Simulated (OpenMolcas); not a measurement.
Computed levels of 3s² 3p in ions with 13 electrons, in cm-1 above ²P°_1/2.

```
Program             : OpenMolcas
Method              : SS-RASPT2, IPEA 0.25 Eh, imaginary shift 0.1 Eh
Basis               : ANO-RCC-VQZP
Scalar Hamiltonian  : DKH2, point nucleus
Spin-orbit coupling : state interaction with AMFI integrals over the reference wave functions, term energies averaged over their components
```

Active space for each ion: 1 electron in 9 orbitals (RAS2 3p; RAS3 3d 4s, at most 1 electron); closed shells correlated by CASPT2: 2s 2p 3s.

```csv
Level,P2+,Cl4+,Ar5+
²P°_3/2,494,1370,2060
```

**Question.** Estimate ²P°_3/2 for S3+ from its neighbours P2+ and Cl4+.

**Answer.** ²P°_3/2 is fine structure, which grows about as the fourth power of a screened charge, so the fourth roots are averaged: ((494^0.25 + 1370^0.25) / 2)^4 = 850. The calculation gives 860, so the estimate is off by -1.2 %; the measured value is 951 (NIST levels in Podobedova, Kelleher and Wiese, J. Phys. Chem. Ref. Data 38, 171 (2009)).

Over all roots computed the reference weight is 0.92 to 0.97 in S3+, 0.91 to 0.97 in Cl4+, 0.90 to 0.98 in Ar5+; the roots of lowest weight are the least certain, and an intruder state may touch them. With one active electron, CASPT2 adds the correlation within the correlated inactive shells and between them and that electron, and leaves the splitting within a term as the reference gives it. Computed and measured levels are paired by configuration, term and J; levels that our copy of the source lacks, or whose pairing is in doubt (as where it misses far off the trend of its configuration), stay unpaired and out of the deviations. Levels of configurations outside the active space are missing.

° marks odd parity.
